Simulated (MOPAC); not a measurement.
Input file for MOPAC: PM6 on SiNi, 2S+1 = 1, a point of a bond scan (R = 2.011 Å).

```
PM6 1SCF PRECISE CHARGE=0 THREADS=1
NiSi

Ni     0.00000000 1     0.00000000 1     0.00000000 1
Si     0.00000000 1     0.00000000 1     2.01109600 1
```

Output:

```
*******************************************************************************
 **                                                                           **
 **                              MOPAC v23.2.5                                **
 **                                                                           **
 *******************************************************************************
 ** MOPAC's Digital Object Identifier: https://doi.org/10.5281/zenodo.6511958 **
 **                                                                           **
 ** Please cite the open-source release paper for use of this MOPAC version:  **
 ** J. E. Moussa and J. J. P. Stewart (2026)                                  **
 ** MOPAC: An open-source semiempirical molecular orbital program             **
 ** J. Open Source Softw., 11(119), 8025, https://doi.org/10.21105/joss.08025 **
 *******************************************************************************

                              PM6 CALCULATION RESULTS

 *******************************************************************************
 *  PM6        - The PM6 Hamiltonian to be used
 *
 *
 *
 *                 CHARGE ON SYSTEM = 0
 *
 *
 *
 *  PRECISE    - TIGHTER CRITERIA TO BE USED
 *  1SCF       - DO 1 SCF AND THEN STOP
 *  THREADS=1  - MULTI-THREADING NOT USED
 *  T=         - A TIME OF 172800.0 SECONDS REQUESTED
 *  DUMP=N     - RESTART FILE WRITTEN EVERY 7200.0 SECONDS REQUESTED
 *******************************************************************************
PM6 1SCF PRECISE CHARGE=0 THREADS=1
 NiSi

   ATOM   CHEMICAL          X               Y               Z
  NUMBER   SYMBOL      (ANGSTROMS)     (ANGSTROMS)     (ANGSTROMS)

     1      Ni          0.00000000  *   0.00000000  *   0.00000000  *
     2      Si          0.00000000  *   0.00000000  *   2.01109600  *



          CARTESIAN COORDINATES

    NO.       ATOM           X           Y           Z

     1        Ni          0.0000      0.0000      0.0000
     2        Si          0.0000      0.0000      2.0111

 General Reference for PM6:
 "Optimization of Parameters for Semiempirical Methods V: Modification of NDDO Approximations
 and Application to 70 Elements", J. J. P. Stewart, J. Mol. Mod., 13, 1173-1213 (2007)
 URL: https://link.springer.com/article/10.1007/s00894-007-0233-4

           Empirical Formula: Ni Si  =     2 atoms



      MOLECULAR POINT GROUP   :   C*v


      RHF CALCULATION, NO. OF DOUBLY OCCUPIED LEVELS = 7


 -------------------------------------------------------------------------------
 PM6 1SCF PRECISE CHARGE=0 THREADS=1
 NiSi



     1SCF WAS SPECIFIED, SO BFGS WAS NOT USED
     SCF FIELD WAS ACHIEVED


                              PM6 CALCULATION
                                                       MOPAC v23.2.5 Linux




          FINAL HEAT OF FORMATION =        176.31655 KCAL/MOL =     737.70846 KJ/MOL


          COSMO AREA              =         89.67 SQUARE ANGSTROMS
          COSMO VOLUME            =         76.75 CUBIC ANGSTROMS

          IONIZATION POTENTIAL    =          7.109621 EV
          HOMO LUMO ENERGIES (EV) =         -7.110 -0.728
          NO. OF FILLED LEVELS    =          7
          MOLECULAR WEIGHT        =         86.7955         POINT GROUP:  C*v

          MOLECULAR DIMENSIONS (Angstroms)

            Atom       Atom       Distance
           Si     2   Ni     1     2.01110
           Si     2   Ni     1     0.00000
           Ni     1   Si     2     0.00000


          SCF CALCULATIONS        =          1





   ATOM   CHEMICAL          X               Y               Z
  NUMBER   SYMBOL      (ANGSTROMS)     (ANGSTROMS)     (ANGSTROMS)

     1      Ni          0.00000000  *   0.00000000  *   0.00000000  *
     2      Si          0.00000000  *   0.00000000  *   2.01109600  *

                             CARTESIAN COORDINATES

   1   Ni        0.000000000     0.000000000     0.000000000
   2   Si        0.000000000     0.000000000     2.011096000


           Empirical Formula: Ni Si  =     2 atoms



      MOLECULAR POINT GROUP   :   C*v


                  EIGENVALUES
 -14.91358  -7.60020  -7.55540  -7.55540  -7.29625  -7.29625  -7.10962  -0.72765
  -0.72765   0.83146   0.83146   1.04285   1.83822   1.83822   3.61716  15.87537
  15.87537  16.21700


              NET ATOMIC CHARGES AND DIPOLE CONTRIBUTIONS

  ATOM NO.   TYPE          CHARGE      No. of ELECS.   s-Pop       p-Pop       d-Pop
    1         Ni          -0.855711       10.8557     1.47914     0.03708     9.33949
    2         Si           0.855711        3.1443     1.87728     0.92508     0.34193
 DIPOLE           X         Y         Z       TOTAL
 POINT-CHG.     0.000     0.000     8.266     8.266
 HYBRID         0.000     0.000    -2.783     2.783
 SUM            0.000     0.000     5.483     5.483


          ATOMIC ORBITAL ELECTRON POPULATIONS

     Atom    s        px        py        pz      x^2-y^2     xz        z^2       yz        xy
    1 Ni   1.47914   0.00432   0.00432   0.02844   1.99192   1.74449   1.86666   1.74449   1.99192
    2 Si   1.87728   0.14701   0.14701   0.63105   0.00808   0.10417   0.11743   0.10417   0.00808

 **********************
 *                    *
 * JOB ENDED NORMALLY *
 *                    *
 **********************




 == MOPAC DONE ==
```

The run finished.

Cost: around 0.03 core-seconds (rough).
